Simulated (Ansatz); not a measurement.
Geometry optimisation, UKS PBE-D4/def2-SVP in Ansatz 0.2.0.

Input file:

```yaml
crystal:
  periodic: [false, false, false]
  atoms:
    - { symbol: S, position_ang: [-0.35857, 1.17387, -0.29527] }
    - { symbol: S, position_ang: [-0.36877, -0.72377, 0.53071] }
    - { symbol: Te, position_ang: [1.81893, -1.28659, 1.12056] }
    - { symbol: H, position_ang: [-1.09159, 0.83649, -1.356] }
magnetization:
  spin_polarized: true
  initial_magnetization: 1
basis:
  gaussian: { orbitals: def2-SVP }
hamiltonian:
  xc: pbe
  dispersion: d4
relax:
  f_tol: 0.02
  max_steps: 40
```

Command:

```bash
$ ansatz run input.yaml --threads 1 --pin off --max-ram 2048MiB --backend cpu --events-out ev --progress --plain --runs-dir out
```

Q: Where does it end, and by what steps?

A: The forces met the threshold. After 9 steps the energy has fallen by 0.093 eV; H4 moved furthest, 0.43 Å.

```csv
step,energy less start (eV),largest force component (eV/Å),accepted
0,0.0000,1.141,yes
1,-0.0590,0.290,yes
2,-0.0690,0.301,yes
3,-0.0762,0.134,yes
4,-0.0826,0.115,yes
5,-0.0856,0.429,yes
6,-0.0918,0.096,yes
7,-0.0849,0.238,no
8,-0.0930,0.026,yes
9,-0.0932,0.015,yes
```

```xyz
4
Properties=species:S:1:pos:R:3
S -0.669 1.238 -0.201
S -0.451 -0.625 0.811
Te 1.819 -1.328 0.854
H -0.698 0.715 -1.464
```

Whether the end is a true minimum wasn't checked by a vibrational analysis.

Run time: 30 s on 1 CPU thread of a shared host.
